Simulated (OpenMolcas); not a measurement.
**Nb2+: effect of the active space**

| Quantity | Value |
| --- | --- |
| Program | OpenMolcas 26.06 |
| Method | SS-CASPT2, IPEA 0.25 Eh, imaginary shift 0.1 Eh |
| Basis | ANO-R1 |
| Scalar Hamiltonian | X2C, finite nucleus |
| Spin-orbit coupling | state interaction with AMFI integrals over the reference wave functions, term energies averaged over their components |

A. 3 electrons in 5 orbitals (4d); 2S+1 = 4 even, 10 roots; 2S+1 = 2 even, 40 roots; closed shells correlated: 4s 4p; CASPT2 step about 4 core-seconds
B. 3 electrons in 6 orbitals (4d 5s); 2S+1 = 4 even, 20 roots; 2S+1 = 2 even, 70 roots kept (CI in the orbitals of an earlier block); closed shells correlated: 4s 4p; CASPT2 step about 19 core-seconds

Energies in cm-1 above 4d3 4F 3/2, the measured ground level; measured values from the list in Shadmi, J. Res. Natl. Bur. Stand. 70A, 435 (1966).

| Level | A | B | Measured |
| --- | --- | --- | --- |
| 4d3 4F 3/2 | 0.0 | 0.0 | 0.0 |
| 4d3 4F 5/2 | 525 | 545 | 516 |
| 4d3 4F 7/2 | 1202 | 1245 | 1177 |
| 4d3 4F 9/2 | 1987 | 2050 | 1939 |
| 4d3 4P 1/2 | 9480 | 9260 | 8664 |
| 4d3 4P 3/2 | 9560 | 9190 | 8608 |
| 4d3 2G 7/2 | 10130 | 10360 | 9236 |
| 4d3 4P 5/2 | 10290 | 10230 | 9594 |
| 4d3 2G 9/2 | 10700 | 10980 | 9804 |
| 4d3 2P 1/2 | 13580 | 11410 |  |
| 4d3 2H 9/2 | 13980 | 14750 | 12916 |
| 4d3 2D 5/2(1) | 14160 | 14010 | 13094 |
| 4d3 2H 11/2 | 14320 | 15140 | 13264 |
| 4d3 2F 7/2 | 22160 | 21380 | 19861 |
| 4d3 2F 5/2 | 22400 | 21440 | 19975 |
| 4d3 2D 3/2(2) | 34540 | 35550 |  |

Deviations, from unrounded energies. A percentage is the sum of absolute deviations over the sum of measured energies, with the sign that they share, or ± where signs differ.

```
                        Against measurement  Levels     A     B
             mean absolute deviation (cm-1)      13   940   920
      fine structure of the ground term (%)       3  +2.3  +5.8
other terms of the ground configuration (%)      10  +9.7  +9.4
```

A, B lie about equally close to measurement. The largest miss of B in the table is 4d3 2H 11/2, by +1900 cm-1. The ranking rests on the paired levels alone, and a cruder setting can come out closer through cancelling errors.

The two smallest mean deviations differ by little beside CASPT2's spread within terms, so their order carries little weight.

Between A and B the level of the table that moves most is 4d3 2P 1/2, by 2200 cm-1 (lowest in B, highest in A). Moves below CASPT2's spread within the term are not significant.

Term energies are means over components that CASPT2 splits; among the terms shown or strongly mixed into the levels shown the widest spread is 930 cm-1 (4d3 2H, A). Levels of configurations with an s electron are missing; early in the row they begin among the upper levels of the d shell and mix with terms of their name (holds for A). The CASPT2 spread within a term exceeds the gap to the next term for 4d3 2D(1) and 4d3 2P, 4d3 2P and 4d3 2H, so the order of their levels is uncertain, and so are names and mixing where such terms share a J (holds for A). Terms from blocks run as CI alone lack orbitals of their own (holds for B). Configurations are named by rounded mean occupations; where the s occupation lies near a half they are strongly mixed, a name can repeat and a true partner stay unpaired (holds for B). Computed and measured levels are paired by configuration, term and J; levels that our copy of the source lacks, or whose pairing is in doubt (as where it misses far off the trend of its configuration), stay unpaired and out of the deviations. Levels of configurations outside the active space are missing. Levels that lie high or do not pair safely by name in every column are left out.

A number in round brackets counts repeated terms of one configuration in the order of the reference energies.
